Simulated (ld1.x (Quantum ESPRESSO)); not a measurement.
## u(r) = r·R(r): atom against pseudo-atom (fluorine)

Columns: radius, all-electron u(r) and pseudo u(r) of the 2s shell (level -29.90 eV) of fluorine in the configuration [He] 2s2 2p5; PBE, scalar-relativistic, RRKJ scheme, ld1.x (Quantum ESPRESSO) 7.5.

```json
{"r (bohr)": "0.053", "all-electron": "0.3932", "pseudo": "-0.0616"}
{"r (bohr)": "0.105", "all-electron": "0.4444", "pseudo": "-0.1242"}
{"r (bohr)": "0.158", "all-electron": "0.3260", "pseudo": "-0.1924"}
{"r (bohr)": "0.210", "all-electron": "0.1357", "pseudo": "-0.2661"}
{"r (bohr)": "0.262", "all-electron": "-0.0759", "pseudo": "-0.3484"}
{"r (bohr)": "0.315", "all-electron": "-0.2845", "pseudo": "-0.4425"}
{"r (bohr)": "0.368", "all-electron": "-0.4711", "pseudo": "-0.5465"}
{"r (bohr)": "0.420", "all-electron": "-0.6268", "pseudo": "-0.6543"}
{"r (bohr)": "0.473", "all-electron": "-0.7560", "pseudo": "-0.7619"}
{"r (bohr)": "0.525", "all-electron": "-0.8545", "pseudo": "-0.8550"}
{"r (bohr)": "0.578", "all-electron": "-0.9287", "pseudo": "-0.9287"}
{"r (bohr)": "0.630", "all-electron": "-0.9786", "pseudo": "-0.9786"}
{"r (bohr)": "0.683", "all-electron": "-1.0096", "pseudo": "-1.0096"}
{"r (bohr)": "0.735", "all-electron": "-1.0238", "pseudo": "-1.0238"}
{"r (bohr)": "0.788", "all-electron": "-1.0245", "pseudo": "-1.0245"}
{"r (bohr)": "0.840", "all-electron": "-1.0144", "pseudo": "-1.0144"}
{"r (bohr)": "0.893", "all-electron": "-0.9955", "pseudo": "-0.9955"}
{"r (bohr)": "0.945", "all-electron": "-0.9703", "pseudo": "-0.9703"}
{"r (bohr)": "0.998", "all-electron": "-0.9396", "pseudo": "-0.9396"}
{"r (bohr)": "1.050", "all-electron": "-0.9058", "pseudo": "-0.9058"}
{"r (bohr)": "1.102", "all-electron": "-0.8697", "pseudo": "-0.8697"}
{"r (bohr)": "1.155", "all-electron": "-0.8312", "pseudo": "-0.8312"}
{"r (bohr)": "1.208", "all-electron": "-0.7918", "pseudo": "-0.7918"}
{"r (bohr)": "1.260", "all-electron": "-0.7530", "pseudo": "-0.7530"}
{"r (bohr)": "1.313", "all-electron": "-0.7137", "pseudo": "-0.7137"}
{"r (bohr)": "1.365", "all-electron": "-0.6757", "pseudo": "-0.6757"}
```

Question: How many radial nodes do the two functions have?

Answer: The all-electron 2s function has n − l − 1 = 1; the pseudo-wave has 0, since the states of the same l below it are removed with the core.

Question: At about which radius was the pseudo-wave matched?

Answer: 0.60 bohr. The columns agree to 0.0005 from 0.53 bohr on; several derivatives are matched, so the curves merge somewhat inside the radius.

Question: Where does each function peak?

Answer: Outermost all-electron maximum near 0.79 bohr, pseudo maximum near 0.79 bohr (to the table’s step).

Question: Is the pseudo-wave norm-conserving?

Answer: Yes: the RRKJ scheme keeps the norm inside the radius equal to the all-electron one, which fixes the energy derivative of the logarithmic derivative at the level.
